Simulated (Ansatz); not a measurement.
What each rung costs, and what it gives

The pair of H2 (SMILES [H][H], atoms 1–2) and Si2H6O (SMILES [SiH3]O[SiH3], atoms 3–11), both closed shells, in one local arrangement (a lower one may exist), relaxed at PBE0-D4/def2-TZVP:

```csv
atom,x (Å),y (Å),z (Å)
H1,-0.7992,0.6552,-2.3498
H2,-1.0269,0.8731,-3.0267
Si3,-1.2634,-0.5933,0.9401
O4,0.0492,-0.0806,0.1097
Si5,1.6461,0.2667,0.1806
H6,-1.0932,-2.0151,1.3379
H7,-2.4475,-0.4597,0.0582
H8,-1.4507,0.2325,2.1620
H9,2.0469,0.8576,-1.1184
H10,2.4281,-0.9722,0.4299
H11,1.9107,1.2357,1.2765
```

Interaction energies are counterpoise-corrected; the time is that of the whole pair.

Program: Ansatz 0.2.0. Basis: as named in each row. Cores are frozen in the correlated methods. B3LYP uses VWN-RPA correlation. Extrapolation: Hartree–Fock as exp(−7.88 √X), correlation as X^−2.97.

Times are rough, for one single point on 4 threads of a shared host (Arm Neoverse V1).

The estimate by CCSD(T) at an estimated basis limit (MP2 extrapolated from triple and quadruple zeta, plus CCSD(T) − MP2 in triple zeta) is -0.026 eV.

```json
{"method": "HF", "basis": "STO-3G", "time (s)": "under 1", "interaction energy (eV)": "0.007", "method less estimate": "0.033"}
{"method": "PBE-D4", "basis": "STO-3G", "time (s)": "under 1", "interaction energy (eV)": "-0.034", "method less estimate": "-0.008"}
{"method": "SPW92", "basis": "def2-SVP", "time (s)": "under 1", "interaction energy (eV)": "-0.055", "method less estimate": "-0.029"}
{"method": "PBE-D4", "basis": "def2-SVP", "time (s)": "under 1", "interaction energy (eV)": "-0.039", "method less estimate": "-0.013"}
{"method": "B3LYP-D4", "basis": "6-31G", "time (s)": "under 1", "interaction energy (eV)": "-0.037", "method less estimate": "-0.011"}
{"method": "PBE0-D4", "basis": "def2-SVP", "time (s)": "under 1", "interaction energy (eV)": "-0.035", "method less estimate": "-0.009"}
{"method": "CCSD(T)", "basis": "def2-SVP", "time (s)": "1", "interaction energy (eV)": "-0.004", "method less estimate": "0.021"}
{"method": "PBE-D4", "basis": "def2-TZVPPD", "time (s)": "2", "interaction energy (eV)": "-0.039", "method less estimate": "-0.013"}
{"method": "revPBE-D4", "basis": "def2-TZVPPD", "time (s)": "2", "interaction energy (eV)": "-0.033", "method less estimate": "-0.007"}
{"method": "BLYP-D4", "basis": "def2-TZVPPD", "time (s)": "2", "interaction energy (eV)": "-0.024", "method less estimate": "0.002"}
{"method": "PBE0-D4", "basis": "def2-TZVPPD", "time (s)": "3", "interaction energy (eV)": "-0.034", "method less estimate": "-0.008"}
{"method": "B3LYP-D4", "basis": "def2-TZVPPD", "time (s)": "3", "interaction energy (eV)": "-0.028", "method less estimate": "-0.003"}
{"method": "HSE06-D4", "basis": "def2-TZVPPD", "time (s)": "3", "interaction energy (eV)": "-0.034", "method less estimate": "-0.009"}
{"method": "wB97M-V", "basis": "def2-SVP", "time (s)": "3", "interaction energy (eV)": "-0.022", "method less estimate": "0.004"}
{"method": "r2SCAN-D4", "basis": "def2-TZVPPD", "time (s)": "4", "interaction energy (eV)": "-0.019", "method less estimate": "0.007"}
{"method": "B2PLYP", "basis": "def2-TZVPPD", "time (s)": "6", "interaction energy (eV)": "-0.006", "method less estimate": "0.020"}
{"method": "wB97X-V", "basis": "def2-TZVPPD", "time (s)": "7", "interaction energy (eV)": "-0.027", "method less estimate": "-0.002"}
{"method": "B97M-V", "basis": "def2-TZVPPD", "time (s)": "8", "interaction energy (eV)": "-0.025", "method less estimate": "0.001"}
{"method": "wB97M-V", "basis": "def2-TZVPPD", "time (s)": "8", "interaction energy (eV)": "-0.025", "method less estimate": "0.001"}
{"method": "MP2", "basis": "def2-QZVPPD", "time (s)": "22", "interaction energy (eV)": "-0.022", "method less estimate": "0.004"}
{"method": "CCSD(T)", "basis": "def2-TZVPPD", "time (s)": "98", "interaction energy (eV)": "-0.023", "method less estimate": "0.003"}
```

The T1 diagnostic stays at or below 0.012.
